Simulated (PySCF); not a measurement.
# Hf (hafnium, neutral) across methods

[Xe] 4f14 5d1 6s2 6p1, one real determinant (an excited configuration). Computed with PySCF 2.14 in def2-QZVPPD with the def2 core potential (60 electrons) (7s6p4d3f2g, 84 functions), with scalar relativity through the core potential. The B2PLYP total includes its PT2 part (frozen core); its orbital energies are those of the SCF part.

```tsv
method	E (hartree)	mean ε 6s β (eV)	mean ε 5d α (eV)	mean ε 6p α (eV)	Σ⟨r²⟩ (bohr²)	⟨S²⟩
LDA	-47.6417	-6.118	-5.552	-2.605	70.74	2.001
r2SCAN	-47.7846	-5.900	-6.027	-2.824	70.67	2.010
CAM-B3LYP	-47.7376	-7.609	-7.958	-3.982	70.59	2.046
PBE	-47.7903	-5.863	-5.636	-2.654	70.61	2.003
r2SCANh	-47.7717	-6.166	-6.504	-3.009	70.85	2.008
UHF	-47.30912	-7.493	-9.665	-4.855	72.20	2.233
PBE0	-47.7641	-6.502	-6.754	-3.290	70.33	2.036
B2PLYP	-47.6170	-6.949	-7.810	-3.644	71.56	2.066
```

Problem. Estimate the same row for PW91.

Solution. E (hartree) = -47.8168; mean ε 6s β (eV) = -5.906; mean ε 5d α (eV) = -5.677; mean ε 6p α (eV) = -2.673; Σ⟨r²⟩ (bohr²) = 70.53; ⟨S²⟩ = 2.002.

⟨L²⟩ = 8.01 against 12 for a pure F term, so this real determinant mixes terms. Energies and moments cover only the electrons outside the core potential. Spin-orbit coupling, absent here, splits the open shell strongly.
